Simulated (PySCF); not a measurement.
# SbN: mean field, correlation and small terms against distance

State: ¹Σ⁺, singlet, closed shell. RHF-based CCSD(T) in PySCF 2.14 with Sb cc-pwCVDZ-PP with ECP28, N aug-cc-pVDZ and Sb cc-pwCVTZ-PP with ECP28, N aug-cc-pVTZ (frozen core orbitals: 5; scalar-relativistic core potentials). Correlation energies are extrapolated as n⁻³ (n = 2, 3), Hartree–Fock as (n+1)·exp(−9√n). CV is the change on freezing 4 orbitals instead, in Sb cc-pwCVTZ-PP with ECP28, N cc-pwCVTZ. All energies in eV from Sb + N.

```tsv
R (Å)	HF/CBS	CCSD corr.	(T)	CV	total
1.6007	2.496	-4.118	-0.5576	-0.0190	-2.199
1.6735	1.779	-4.221	-0.6112	-0.0136	-3.067
1.7462	1.519	-4.349	-0.6710	-0.0090	-3.510
1.8190	1.585	-4.501	-0.7369	-0.0052	-3.657
1.8917	1.882	-4.670	-0.8086	-0.0019	-3.599
1.9827	2.470	-4.903	-0.9064	0.0016	-3.338
2.0736	3.206	-5.154	-1.0133	0.0048	-2.957
```

A fit to the total gives Re = 1.8304 Å, De = 3.660 eV, ωe = 884.7 cm⁻¹, Be = 0.4009 cm⁻¹ (masses 120.9038 and 14.0031 u).

Question: At R = 1.8190 Å the CCSD correlation energy is -0.577561 hartree in the smaller basis and -0.788184 in the larger. Extrapolate it.

Answer: (3³·E3 − 2³·E2)/(3³ − 2³) = -0.87687 hartree; the larger basis holds 89.9 % of it.

The T1 diagnostic is 0.021, large enough to doubt a single reference. The open-shell atoms are computed with UHF. Spin–orbit coupling, excitations beyond (T) and corrections to the Born–Oppenheimer picture are left out, and spin–orbit coupling matters for open p, d or f shells this heavy.
